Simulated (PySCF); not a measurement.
B(GeH3)(H)2 (BGeH5), SMILES [BH2][GeH3].

Coordinates come from a ωB97X-D3(BJ)/def2-TZVP optimisation.

Vertical ionisation energy (IE) and electron affinity (EA) in eV. Rows of orbital energies are one-electron estimates. Where ΔSCF, EOM or ADC give a negative EA the extra electron is unbound and the value depends on the basis.

```tsv
level	IE	EA
−ε(HOMO), −ε(LUMO), HF/def2-TZVPD (PySCF)	11.16	-1.04
ADC(2)/aug-cc-pVDZ (PySCF)	…	…
```

Q: Complete the blanks. (An estimate is asked for; the answer gives what the named calculation found.)

A: 
- ADC(2)/aug-cc-pVDZ (PySCF), IE: 10.47
- ADC(2)/aug-cc-pVDZ (PySCF), EA: 0.50

Q: Beyond the first one, list the lowest photoelectron lines from ADC(2)/aug-cc-pVDZ (PySCF) with their pole strengths (two spins summed). (An estimate is asked for; the answer gives what the named calculation found.)

A: 11.70 eV (1.85), 12.01 eV (1.85), 13.15 eV (1.84), 16.73 eV (1.80), 18.85 eV (1.74).
